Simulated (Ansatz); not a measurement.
# Energy profile

The step: SiN₂H₆ ([NH2][SiH2][NH2]) + SiH₄ → Si₂NH₇ ([NH2][SiH2][SiH3]) + NH₃; bonds formed: Si1–Si7, N2–H6; bonds broken: Si1–N2, H6–Si7 (atoms numbered as in the saddle structure below).

```
14
angstrom
Si -0.3769 -0.5903 1.0120
N 1.3085 0.2197 1.1064
H -0.1797 -1.9123 0.3883
H -0.5674 -0.8430 2.4758
N -1.6074 0.5152 0.6663
H 1.3867 0.3132 0.0280
Si 0.3434 0.0173 -1.9540
H 2.0467 -0.3388 1.5300
H 1.2758 1.1372 1.5437
H -2.3661 0.6471 1.3159
H -1.8123 0.7916 -0.2805
H -1.0967 0.3062 -2.3257
H 0.5871 -1.2814 -2.6784
H 1.0581 1.0181 -2.8280
```

Electronic energies by CCSD(T) at an estimated basis limit (MP2 extrapolated from triple and quadruple zeta, plus CCSD(T) − MP2 in triple zeta), on PBE0-D4/def2-TZVP structures; Si2N2H10, closed shell; no counterpoise correction. Program: Ansatz 0.2.0. Basis: def2-TZVPP and def2-QZVPP. Cores are frozen in the correlated methods. Extrapolation: Hartree–Fock as exp(−7.88 √X), correlation as X^−2.97.

(1) Give the profile in eV, counted from the separated reactants. (An estimate is asked for; the value comes from the calculation.)

No T1 diagnostic of these runs exceeds 0.012.

## Answers

(1) The calculation gives:
```
                                                                                                                                  point      eV
separated: SiN2H6 (linked as [NH2][SiH2][NH2]; Si1, N2, H3, H4, N5, H8, H9, H10, H11; singlet) + SiH4 (H6, Si7, H12, H13, H14; singlet)   0.000
                                                                                                                        start structure  -0.069
                                                                                                                                 saddle   2.055
                                                                                                                          end structure   0.531
separated: Si2NH7 (linked as [NH2][SiH2][SiH3]; Si1, H3, H4, N5, Si7, H10, H11, H12, H13, H14; singlet) + NH3 (N2, H6, H8, H9; singlet)   0.705
```

For scale, one of the runs: CCSD(T)/def2-TZVPP, 286 basis functions, launched by `ansatz run in.yaml --threads 8 --pin off --events-out ev --progress --plain --max-ram 19148MiB`. Hardware: 8 CPU threads of an Arm Neoverse V1, shared host. Wall time 120 s; peak host memory 8.2 GiB.
